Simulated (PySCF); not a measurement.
## Excitation energy of Rh⁺ by level of theory

Rh⁺ [Kr] 4d8 (3F) → Rh⁺ [Kr] 4d7 5p1 (high-spin determinant), as a difference of total energies. Calculation: PySCF 2.14, in aug-cc-pVTZ-PP with one added diffuse shell each of s, p, d, f, g type with ECP28MDF (7s7p6d4f3g, 113 functions); scalar relativity through the core potential. Correlated levels: valence: 4s2 4p6 frozen. The calculations carry no spin-orbit coupling.

| method | excitation energy (cm⁻¹) |
| --- | --- |
| UHF | 48412 |
| LDA | 57798 |
| PBE | 56534 |
| PBE0 | 56295 |
| r2SCAN | 55309 |
| revPBE | 56394 |
| BHandHLYP | 56348 |
| B97-3 | 58693 |
| MP2 (valence) | 57955 |
| SCS-MP2 (valence) | 59727 |

The determinant of the upper state mixes LS terms, which raises its energy above the lowest term, most at the Hartree-Fock and MP2 levels.
